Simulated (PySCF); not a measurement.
Question: Write Cartesian coordinates for InChI=1S/C2H7BF2GeO/c1-7-2-6-3(4)5/h2,6H2,1H3 as optimised with PBE0-D3(BJ)/def2-SVP.

Answer: 
```xyz
14
C2H7BF2GeO angstrom
C      1.886    1.075   -0.517
O      0.708    0.326   -0.508
C      0.519   -0.429    0.660
Ge    -1.214   -1.326    0.375
B     -2.272    0.221   -0.502
F     -2.729    0.195   -1.737
F     -2.483    1.330    0.180
H      1.917    1.804    0.316
H      1.930    1.624   -1.468
H      2.782    0.428   -0.441
H      1.346   -1.146    0.824
H      0.460    0.221    1.557
H     -1.043   -2.541   -0.552
H     -1.815   -1.790    1.716
```

Orientation and origin are arbitrary. Atoms count from 1 in this order. Ge4 (germanium bonded to B, C and 2 H) is distorted tetrahedral (angles from 99.8° to 113.2°). Of the pairs four or more bonds apart, H10···H11 is among the closest relative to their van der Waals radii: 2.48 Å, 103 % of the sum of Bondi's values. B5 (three-coordinate boron) is planar (angles 124.1°, 119.4° and 116.5°, sum 360.0°, 0.02 Å off the plane of its three neighbours).

Bonds between heavy atoms (Å): C1–O2 1.396, O2–C3 1.404, C3–Ge4 1.972, Ge4–B5 2.069, B5–F6 1.317, B5–F7 1.320.

Level of theory: PySCF, PBE0-D3(BJ)/def2-SVP geometry optimisation, gas phase.

Point group: C1 (no symmetry element, even within 0.4 Å). PBE0-D3(BJ)/def2-SVP frequencies: not computed here. The numbers are those of one conformer (C1–O2–C3–Ge4 179°, O2–C3–Ge4–B5 -40°, C3–Ge4–B5–F6 116°).
